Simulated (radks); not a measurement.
Q: Radial electron density D(r) = 4 pi r^2 rho(r) of an atom or ion with 2 electrons. All-electron calculation, Dirac Kohn-Sham, BLYP, spin-unpolarised, spherical densities, point nucleus. Program: a radial shooting solver on a logarithmic mesh with Libxc functionals.

r (bohr)  D(r) (e/bohr)
0.05145          0.2858
0.06284          0.3979
0.07676          0.5456
0.0945           0.7430
0.1154           0.9772
0.141             1.251
0.1736            1.561
0.212             1.853
0.259             2.097
0.3188            2.241
0.3894            2.223
0.4794            2.015
0.5856            1.653
0.7153            1.202
0.8806           0.7493
1.076            0.4231
1.314            0.2438
1.617            0.1865
1.976            0.1922
2.413            0.1955
2.971            0.1637
3.629            0.1072
4.468           0.05036
5.457           0.01697
6.665          0.003760
8.206         0.0004630

What is the nuclear charge?

A: Z = 3. The innermost maximum, from 1s, lies near gamma/Z bohr with gamma = sqrt(1 - (Z/c)^2) = 1.000, here 0.333 bohr (found: 0.345), and its height grows with Z. The density is that of the lithium ion Li+ in 1s1.5 2s0.5; the configuration itself is not fixed sharply by these data. D(r) has 2 maxima, at r = 0.345, 2.26 bohr, and minima at 1.70 bohr, inside which lie 1.56 electrons.
